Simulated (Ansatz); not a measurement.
The inner images of a band of CH10AlN3 (15 atoms, charge 0, multiplicity 1) are given out of order.

Computed with Ansatz, UKS BLYP/def2-SVP.

Initial state:

```xyz
15
Properties=species:S:1:pos:R:3
Al 0.573 -1.004 -0.053
H 1.997 -1.129 -0.802
N -0.754 -2.072 -0.738
N 0.402 -0.621 1.740
H 0.388 0.998 -1.756
N -0.102 0.821 -0.866
C -0.146 2.052 -0.027
H -1.576 -2.351 -0.193
H -0.540 -2.834 -1.390
H 1.105 -0.059 2.233
H 0.124 -1.372 2.382
H -1.051 0.507 -1.135
H -0.569 1.781 0.959
H 0.888 2.414 0.135
H -0.739 2.867 -0.491
```

Final state:

```xyz
15
Properties=species:S:1:pos:R:3
Al -0.339 -0.831 0.481
H 1.665 0.291 -2.898
N -0.704 -2.353 -0.391
N 0.244 -0.858 2.175
H 1.190 0.296 -2.292
N -0.522 0.745 -0.377
C -0.024 2.066 0.009
H -0.916 -3.248 0.055
H -0.718 -2.465 -1.407
H 0.184 -0.081 2.836
H 0.673 -1.664 2.636
H -1.116 0.792 -1.211
H -0.836 2.786 0.273
H 0.630 1.979 0.901
H 0.589 2.547 -0.789
```

Put them in order from the first end to the last, with their energies above the first end.
A.
```xyz
15
Properties=species:S:1:pos:R:3
Al 0.090 -0.880 0.043
H 1.419 -0.623 -1.247
N -0.787 -2.297 -0.638
N 0.561 -0.790 1.776
H 0.836 0.212 -1.258
N -0.295 0.868 -0.695
C -0.146 2.177 -0.039
H -1.454 -2.863 -0.108
H -0.539 -2.781 -1.504
H 0.701 0.070 2.312
H 0.939 -1.581 2.304
H -1.052 0.877 -1.393
H -1.002 2.426 0.630
H 0.769 2.178 0.588
H -0.042 3.006 -0.773
```
B.
```xyz
15
Properties=species:S:1:pos:R:3
Al -0.254 -0.754 0.242
H 1.853 -0.620 -1.683
N -0.751 -2.274 -0.572
N 0.519 -0.789 1.856
H 1.297 -0.093 -1.565
N -0.569 0.861 -0.510
C -0.227 2.191 -0.003
H -1.233 -3.037 -0.091
H -0.655 -2.508 -1.563
H 0.626 0.018 2.475
H 0.955 -1.610 2.281
H -1.214 0.908 -1.305
H -1.035 2.660 0.610
H 0.674 2.138 0.646
H 0.015 2.910 -0.819
```
C.
```xyz
15
Properties=species:S:1:pos:R:3
Al 0.368 -1.029 -0.028
H 1.625 -0.932 -1.070
N -0.809 -2.264 -0.652
N 0.481 -0.787 1.779
H 0.574 0.772 -1.442
N -0.203 0.865 -0.762
C -0.129 2.162 -0.039
H -1.529 -2.744 -0.105
H -0.561 -2.846 -1.459
H 0.725 0.089 2.251
H 0.848 -1.554 2.354
H -1.074 0.786 -1.311
H -1.004 2.276 0.629
H 0.784 2.178 0.585
H -0.096 3.029 -0.731
```
D.
```xyz
15
Properties=species:S:1:pos:R:3
Al -0.333 -0.784 0.395
H 1.976 -0.185 -2.360
N -0.782 -2.285 -0.474
N 0.420 -0.846 2.019
H 1.371 0.043 -1.941
N -0.616 0.808 -0.404
C -0.175 2.142 0.004
H -0.975 -3.186 -0.031
H -0.867 -2.378 -1.489
H 0.450 -0.076 2.691
H 0.898 -1.661 2.411
H -1.256 0.849 -1.204
H -0.997 2.779 0.413
H 0.593 2.063 0.801
H 0.292 2.716 -0.831
```
E.
```xyz
15
Properties=species:S:1:pos:R:3
Al 0.503 -1.023 -0.060
H 1.866 -1.094 -0.931
N -0.788 -2.148 -0.701
N 0.421 -0.680 1.743
H 0.482 0.957 -1.654
N -0.128 0.837 -0.831
C -0.149 2.081 -0.014
H -1.576 -2.487 -0.139
H -0.564 -2.864 -1.400
H 0.931 0.099 2.176
H 0.505 -1.474 2.390
H -1.064 0.619 -1.210
H -0.896 1.972 0.792
H 0.842 2.224 0.457
H -0.385 2.982 -0.617
```

E (+0.04 eV), C (+0.21 eV), A (+1.15 eV), B (+0.51 eV), D (+0.40 eV).

Time of the run: 4.2 min on 4 threads of Arm Neoverse N1, on a shared host, peak memory 0.21 GiB.
